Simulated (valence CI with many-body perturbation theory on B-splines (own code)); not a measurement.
# W³⁵⁺: E2, M1 decay

Calculated by configuration interaction combined with many-body perturbation theory (CI+MBPT): three valence electrons over a frozen Dirac-Fock core [Kr], radial functions for each j: 7 s, 7 p, 8 d, 6 f, 4 g, 1 h, with the one-electron correlation potential Σ1 (screened to all orders), the two-electron term Σ2, the three-electron term Σ3, Breit, model QED; selected single and double excitations, second order for the rest, scaled by the run's own slope (own B-spline code, finite nucleus).

No measured spectrum was set against this ion. As an estimate, large intervals hold to a few tenths of a per cent, small ones and those within an open d or f shell to about a per cent. The list stops below the first excitations out of the core.

Lines 1 to 50 of 57 in falling wavelength, among levels below 1010200 cm⁻¹, chosen from the decays that carry over 1 % of a level's rate. Wavelengths and rates use the calculated energies. Electric multipoles are in the length gauge, E1 and E2 with the static RPA response of the core. Weak lines are less certain than strong ones. Lines between different terms over intervals too small for the method are left out, as are lines whose strength nearly cancels. The highest levels of a list are the least certain.

Levels are named by their leading jj configuration (3d3/2^4 stands for four electrons in 3d with j = 3/2), which in mixed levels can hold well under half, so a name can repeat and another be missing. Letters in brackets count levels of one name in rising energy.

```csv
λ vac (nm),Upper,Lower,Type,A (s⁻¹),Branch %
3347,(4d3/2^2 4d5/2) J=9/2,(4d3/2^2 4d5/2) J=7/2,M1,2.04e-01,99.9
324.6,(4d3/2^2 4d5/2) J=7/2,(4d3/2^2 4d5/2) J=5/2 [a],M1,4.37e+02,97.1
264.4,(4d3/2 4d5/2^2) J=5/2 [b],(4d3/2 4d5/2^2) J=3/2 [a],M1,3.88e+02,1.1
145.9,(4d3/2^2 4d5/2) J=5/2 [b],(4d3/2^2 4d5/2) J=7/2,M1,3.15e+02,4.0
142.0,(4d3/2 4d5/2^2) J=7/2 [b],(4d3/2 4d5/2^2) J=7/2 [a],M1,7.70e+02,2.6
126.9,(4d3/2 4d5/2^2) J=3/2 [a],(4d3/2^2 4d5/2) J=5/2 [b],M1,1.37e+03,1.2
125.3,(4d3/2^2 4d5/2) J=5/2 [b],(4d3/2^2 4d5/2) J=3/2,M1,2.06e+03,25.9
124.6,(4d5/2^3) J=3/2,(4d3/2 4d5/2^2) J=3/2 [b],M1,2.16e+03,1.8
112.7,(4d3/2 4d5/2^2) J=3/2 [b],(4d3/2 4d5/2^2) J=1/2,M1,2.00e+03,2.9
105.8,(4d3/2 4d5/2^2) J=5/2 [a],(4d3/2^2 4d5/2) J=5/2 [b],M1,8.48e+03,15.4
102.4,(4d3/2 4d5/2^2) J=3/2 [b],(4d3/2 4d5/2^2) J=3/2 [a],M1,3.27e+03,4.6
100.7,(4d3/2^2 4d5/2) J=5/2 [b],(4d3/2^2 4d5/2) J=5/2 [a],M1,5.47e+02,6.9
89.57,(4d5/2^3) J=5/2,(4d3/2 4d5/2^2) J=3/2 [b],M1,5.67e+03,3.5
85.77,(4d3/2 4d5/2^2) J=5/2 [b],(4d3/2^2 4d5/2) J=5/2 [b],M1,1.40e+04,38.7
84.41,(4d5/2^3) J=9/2,(4d3/2 4d5/2^2) J=11/2,M1,3.56e+03,3.2
83.37,(4d3/2 4d5/2^2) J=7/2 [a],(4d3/2^2 4d5/2) J=7/2,M1,1.67e+04,18.4
82.38,(4d3/2^2 4d5/2) J=5/2 [a],(4d3/2^3) J=3/2,M1,4.60e+04,100.0
82.08,(4d3/2 4d5/2^2) J=7/2 [b],(4d3/2^2 4d5/2) J=5/2 [b],M1,3.18e+03,10.8
76.60,(4d3/2 4d5/2^2) J=9/2,(4d3/2^2 4d5/2) J=9/2,M1,3.23e+04,62.0
74.89,(4d3/2 4d5/2^2) J=9/2,(4d3/2^2 4d5/2) J=7/2,M1,1.97e+04,37.9
71.41,(4d5/2^3) J=3/2,(4d3/2 4d5/2^2) J=5/2 [b],M1,3.56e+03,3.0
70.97,(4d3/2^2 4d5/2) J=3/2,(4d3/2^3) J=3/2,M1,3.77e+04,99.7
70.06,(4d3/2 4d5/2^2) J=3/2 [a],(4d3/2^2 4d5/2) J=1/2,M1,1.16e+04,10.2
67.16,(4d5/2^3) J=9/2,(4d3/2 4d5/2^2) J=9/2,M1,4.48e+04,39.8
66.33,(4d3/2 4d5/2^2) J=7/2 [a],(4d3/2^2 4d5/2) J=5/2 [a],M1,7.39e+04,81.5
65.95,(4d3/2 4d5/2^2) J=1/2,(4d3/2^2 4d5/2) J=1/2,M1,6.77e+04,93.9
65.71,(4d3/2^2 4d5/2) J=7/2,(4d3/2^3) J=3/2,E2,1.31e+01,2.9
63.80,(4d3/2^2 4d5/2) J=1/2,(4d3/2^3) J=3/2,M1,1.42e+04,99.0
63.06,(4d3/2 4d5/2^2) J=3/2 [a],(4d3/2^2 4d5/2) J=3/2,M1,6.81e+04,59.6
62.12,(4d3/2 4d5/2^2) J=11/2,(4d3/2^2 4d5/2) J=9/2,M1,2.21e+04,99.3
61.69,(4d5/2^3) J=3/2,(4d3/2 4d5/2^2) J=5/2 [a],M1,4.05e+04,34.1
61.55,(4d5/2^3) J=9/2,(4d3/2 4d5/2^2) J=7/2 [a],M1,6.32e+04,56.2
61.33,(4d3/2 4d5/2^2) J=5/2 [a],(4d3/2^2 4d5/2) J=7/2,M1,2.75e+03,5.0
60.17,(4d5/2^3) J=5/2,(4d3/2 4d5/2^2) J=7/2 [b],M1,1.56e+04,9.7
59.71,(4d3/2 4d5/2^2) J=1/2,(4d3/2^2 4d5/2) J=3/2,M1,3.76e+03,5.2
59.18,(4d5/2^3) J=3/2,(4d3/2 4d5/2^2) J=1/2,M1,2.70e+04,22.7
58.33,(4d5/2^3) J=5/2,(4d3/2 4d5/2^2) J=5/2 [b],M1,2.56e+04,15.9
57.36,(4d3/2 4d5/2^2) J=5/2 [a],(4d3/2^2 4d5/2) J=3/2,M1,3.71e+04,67.4
56.69,(4d3/2 4d5/2^2) J=3/2 [b],(4d3/2^2 4d5/2) J=5/2 [b],M1,3.91e+04,55.6
56.23,(4d5/2^3) J=3/2,(4d3/2 4d5/2^2) J=3/2 [a],M1,4.40e+04,37.0
56.15,(4d3/2 4d5/2^2) J=3/2 [a],(4d3/2^2 4d5/2) J=5/2 [a],M1,3.21e+04,28.0
54.02,(4d3/2 4d5/2^2) J=5/2 [b],(4d3/2^2 4d5/2) J=7/2,M1,1.93e+04,53.1
53.37,(4d3/2 4d5/2^2) J=7/2 [b],(4d3/2^2 4d5/2) J=9/2,M1,1.10e+04,37.2
52.53,(4d3/2 4d5/2^2) J=7/2 [b],(4d3/2^2 4d5/2) J=7/2,M1,1.17e+04,39.9
51.67,(4d5/2^3) J=5/2,(4d3/2 4d5/2^2) J=5/2 [a],M1,3.93e+04,24.4
51.59,(4d3/2 4d5/2^2) J=5/2 [a],(4d3/2^2 4d5/2) J=5/2 [a],M1,5.65e+03,10.3
47.79,(4d5/2^3) J=5/2,(4d3/2 4d5/2^2) J=3/2 [a],M1,4.59e+04,28.6
46.31,(4d3/2 4d5/2^2) J=5/2 [b],(4d3/2^2 4d5/2) J=5/2 [a],M1,2.14e+03,5.9
45.31,(4d3/2^2 4d5/2) J=5/2 [b],(4d3/2^3) J=3/2,M1,5.00e+03,62.7
45.22,(4d3/2 4d5/2^2) J=7/2 [b],(4d3/2^2 4d5/2) J=5/2 [a],M1,2.46e+03,8.4
```
